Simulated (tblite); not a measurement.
Species: C7H6BrF.
Numbering: `[F:1][C:2]1=[CH:3][C:4]2([CH2:5][CH2:6]2)[C:7]([Br:8])=[CH:9]1` (hydrogens: H10 on C3; H11, H12 on C5; H13, H14 on C6; H15 on C9)

Computed with GFN2-xTB (tblite), gas phase: L-BFGS steps from a force-field or distance-geometry start until the largest atomic force falls under 0.01 eV/Å.

Step 2: E = -729.6068 eV
```
atom  x, y, z in Å  |  force x, y, z in eV/Å
F1      2.6556   -1.8533   -0.7924    0.004   0.093   0.000
C2      1.7057   -0.9620   -0.4805    0.097   0.048   0.065
C3      0.4077   -1.2395   -0.2726    0.036  -0.165  -0.088
C4     -0.2826    0.0114    0.0496   -0.329  -0.023   0.103
C5     -1.4467    0.0393    1.0362   -0.109   0.036   0.156
C6     -1.7187    0.2687   -0.3964   -0.101  -0.020  -0.092
C7      0.7864    1.0161    0.0075    0.036   0.065   0.031
Br8     0.5192    2.8316    0.3528   -0.129   0.154   0.044
C9      1.9678    0.4431   -0.3012   -0.068  -0.103  -0.048
H10    -0.0541   -2.1987   -0.3352   -0.161  -0.162   0.001
H11    -1.5256    0.8783    1.7184    0.170  -0.062  -0.122
H12    -1.7489   -0.9017    1.4808    0.164   0.081  -0.082
H13    -1.9870    1.2666   -0.7174    0.176  -0.033  -0.005
H14    -2.2028   -0.5145   -0.9682    0.145   0.086   0.051
H15     2.9197    0.9226   -0.4033    0.071   0.004  -0.013
```

Step 3: E = -729.6130 eV
```
atom  x, y, z in Å  |  force x, y, z in eV/Å
F1      2.6554   -1.8512   -0.7923    0.044   0.063  -0.009
C2      1.7061   -0.9614   -0.4788    0.069  -0.030   0.029
C3      0.4087   -1.2428   -0.2747   -0.096  -0.070  -0.020
C4     -0.2857    0.0091    0.0512   -0.165   0.013   0.051
C5     -1.4507    0.0405    1.0364   -0.007  -0.004   0.075
C6     -1.7217    0.2684   -0.3951    0.001   0.022  -0.068
C7      0.7868    1.0167    0.0080   -0.067   0.016   0.039
Br8     0.5165    2.8359    0.3540   -0.109   0.069   0.026
C9      1.9673    0.4415   -0.3024   -0.022   0.044  -0.013
H10    -0.0572   -2.2015   -0.3351   -0.116  -0.130  -0.004
H11    -1.5222    0.8772    1.7162    0.139   0.028  -0.043
H12    -1.7454   -0.8999    1.4792    0.103  -0.003  -0.026
H13    -1.9835    1.2658   -0.7176    0.146   0.012  -0.020
H14    -2.1998   -0.5129   -0.9674    0.069   0.003  -0.007
H15     2.9209    0.9227   -0.4035    0.009  -0.033  -0.011
```

Step 4: E = -729.6170 eV
```
atom  x, y, z in Å  |  force x, y, z in eV/Å
F1      2.6565   -1.8483   -0.7925    0.076   0.026  -0.015
C2      1.7066   -0.9620   -0.4767   -0.050  -0.011   0.018
C3      0.4076   -1.2462   -0.2765   -0.112  -0.014   0.024
C4     -0.2897    0.0072    0.0532    0.032   0.016  -0.014
C5     -1.4540    0.0413    1.0370    0.067  -0.008   0.007
C6     -1.7238    0.2689   -0.3945    0.063   0.019  -0.038
C7      0.7851    1.0170    0.0093   -0.056  -0.026   0.026
Br8     0.5122    2.8406    0.3553   -0.092  -0.020   0.009
C9      1.9670    0.4418   -0.3035   -0.127   0.064   0.036
H10    -0.0619   -2.2063   -0.3352   -0.054  -0.046  -0.005
H11    -1.5168    0.8773    1.7140    0.105   0.086   0.021
H12    -1.7406   -0.8990    1.4776    0.039  -0.075   0.028
H13    -1.9779    1.2657   -0.7182    0.107   0.066  -0.038
H14    -2.1963   -0.5119   -0.9672    0.008  -0.045  -0.047
H15     2.9215    0.9218   -0.4038   -0.005  -0.032  -0.012
```

**Question.** Estimate the geometry and energy of step 5. (The exact step hangs on the optimiser's Hessian estimate; all steps are aligned on step 4, rigid shifts and turns removed.)

**Answer.** E = -729.6196 eV, largest force 0.126 eV/Å
```
atom  x, y, z in Å  |  force x, y, z in eV/Å
F1      2.6585   -1.8461   -0.7929    0.040   0.048   0.000
C2      1.7055   -0.9622   -0.4749   -0.081  -0.035  -0.006
C3      0.4055   -1.2487   -0.2775   -0.086   0.001   0.041
C4     -0.2916    0.0061    0.0541    0.100   0.000  -0.042
C5     -1.4551    0.0418    1.0374    0.092  -0.010  -0.021
C6     -1.7242    0.2694   -0.3946    0.082   0.013  -0.017
C7      0.7834    1.0169    0.0105   -0.107   0.011   0.034
Br8     0.5078    2.8433    0.3564   -0.082  -0.074  -0.001
C9      1.9641    0.4428   -0.3036   -0.026   0.045   0.032
H10    -0.0659   -2.2101   -0.3353   -0.015   0.017  -0.004
H11    -1.5114    0.8789    1.7129    0.081   0.088   0.040
H12    -1.7368   -0.8996    1.4771    0.009  -0.077   0.046
H13    -1.9724    1.2668   -0.7194    0.082   0.073  -0.043
H14    -2.1939   -0.5120   -0.9678   -0.015  -0.047  -0.055
H15     2.9220    0.9208   -0.4042   -0.074  -0.054  -0.005
```

The energy changes by -0.0025 eV. The first-order estimate −F·Δx gives -0.0033 eV and the mean of the old and new forces, exact on a quadratic surface, -0.0025 eV. The step makes an angle of 47° with the force vector and moves no atom by more than 0.006 Å.

The cost below is that of the whole relaxation. On Arm Neoverse V2, one thread, no GPU, shared host, this took 0.15 s.
